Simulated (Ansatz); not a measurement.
Relaxation of CH$_{11}$NOSi$_{2}$ (16 atoms, charge 0, multiplicity 1), to a largest force component of 0.03 eV/Å in at most 50 steps.

These are results of RKS LDA/def2-SVP (Ansatz 0.2.0), not measurements.

```xyz
16
Properties=species:S:1:pos:R:3
Si 1.117 0.466 -0.721
N 1.919 -1.074 -0.362
O -0.263 0.260 -1.628
C -1.405 1.044 -1.511
H 2.163 1.283 -1.431
H 0.662 1.164 0.543
H 0.761 -1.116 1.656
Si -0.563 -0.744 2.127
H 1.327 -1.850 -0.051
H 2.627 -1.386 -1.036
H -1.570 1.409 -0.465
H -1.373 1.939 -2.178
H -2.300 0.445 -1.799
H -1.141 -1.835 2.991
H -0.491 0.529 2.925
H -1.470 -0.535 0.941
```

Task: Where does it end, and by what steps?

Result: The forces met the threshold. After 13 steps the energy has fallen by 0.137 eV; H7 moved furthest, 0.55 Å.

| step | energy less start (eV) | largest force component (eV/Å) | accepted |
| --- | --- | --- | --- |
| 0 | 0.0000 | 1.254 | yes |
| 1 | -0.0791 | 0.739 | yes |
| 2 | -0.0894 | 0.507 | yes |
| 3 | -0.1092 | 0.242 | yes |
| 4 | -0.1091 | 0.332 | no |
| 5 | -0.1184 | 0.144 | yes |
| 6 | -0.1232 | 0.140 | yes |
| 7 | -0.1274 | 0.113 | yes |
| 8 | -0.1298 | 0.182 | yes |
| 9 | -0.1334 | 0.115 | yes |
| 10 | -0.1357 | 0.044 | yes |
| 11 | -0.1357 | 0.105 | yes |
| 12 | -0.1366 | 0.038 | yes |
| 13 | -0.1369 | 0.016 | yes |

```xyz
16
Properties=species:S:1:pos:R:3
Si 1.100 0.409 -0.783
N 1.962 -1.039 -0.532
O -0.390 0.160 -1.500
C -1.408 1.104 -1.433
H 1.957 1.286 -1.659
H 0.816 1.084 0.544
H 0.851 -1.129 2.198
Si -0.616 -0.783 2.149
H 1.623 -1.739 0.135
H 2.533 -1.448 -1.275
H -1.578 1.475 -0.388
H -1.208 1.999 -2.073
H -2.361 0.650 -1.785
H -1.378 -1.779 2.983
H -0.819 0.600 2.701
H -1.083 -0.848 0.718
```

Whether the end is a true minimum wasn't checked by a vibrational analysis.

The run took 28 s on 4 threads of Arm Neoverse N1, on a shared host, peak memory 0.18 GiB.
